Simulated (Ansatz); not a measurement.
Relaxation of ClH5O2Si (9 atoms, charge 0, multiplicity 1), to a largest force component of 0.03 eV/Å in at most 50 steps.

These are results of RKS PBE0/6-31G* in Ansatz 0.2.0, not measurements.

```xyz
9
Properties=species:S:1:pos:R:3
Si 0.329 -0.456 -0.364
Cl -0.986 -0.457 2.708
H 0.845 -0.514 -1.756
H 0.334 0.918 0.184
O -1.167 -1.140 -0.487
H -1.695 -1.068 0.320
O 1.382 -1.285 0.645
H 1.620 -2.174 0.351
H 0.236 -0.942 2.493
```

Where does it end, and by what steps?

It converged. After 10 steps the energy has fallen by 0.159 eV; Cl2 moved furthest, 0.62 Å.

```json
{"step": "0", "energy less start (eV)": "0.0000", "largest force component (eV/Å)": "0.906", "accepted": "yes"}
{"step": "1", "energy less start (eV)": "-0.0563", "largest force component (eV/Å)": "1.065", "accepted": "yes"}
{"step": "2", "energy less start (eV)": "-0.1010", "largest force component (eV/Å)": "0.702", "accepted": "yes"}
{"step": "3", "energy less start (eV)": "-0.1160", "largest force component (eV/Å)": "0.845", "accepted": "yes"}
{"step": "4", "energy less start (eV)": "-0.1477", "largest force component (eV/Å)": "0.378", "accepted": "yes"}
{"step": "5", "energy less start (eV)": "-0.1396", "largest force component (eV/Å)": "0.264", "accepted": "no"}
{"step": "6", "energy less start (eV)": "-0.1550", "largest force component (eV/Å)": "0.077", "accepted": "yes"}
{"step": "7", "energy less start (eV)": "-0.1569", "largest force component (eV/Å)": "0.038", "accepted": "yes"}
{"step": "8", "energy less start (eV)": "-0.1579", "largest force component (eV/Å)": "0.052", "accepted": "yes"}
{"step": "9", "energy less start (eV)": "-0.1583", "largest force component (eV/Å)": "0.041", "accepted": "yes"}
{"step": "10", "energy less start (eV)": "-0.1586", "largest force component (eV/Å)": "0.015", "accepted": "yes"}
```

```xyz
9
Properties=species:S:1:pos:R:3
Si 0.328 -0.416 -0.464
Cl -0.786 -0.917 3.065
H 0.944 -0.744 -1.770
H 0.348 1.030 -0.143
O -1.190 -1.054 -0.527
H -1.742 -0.914 0.254
O 1.242 -1.087 0.781
H 1.511 -2.006 0.645
H 0.243 -1.010 2.252
```

Whether the end is a true minimum wasn't checked by a vibrational analysis.

Run time: 76 s on 1 thread of Arm Neoverse N1, on a shared host, peak memory 0.15 GiB.
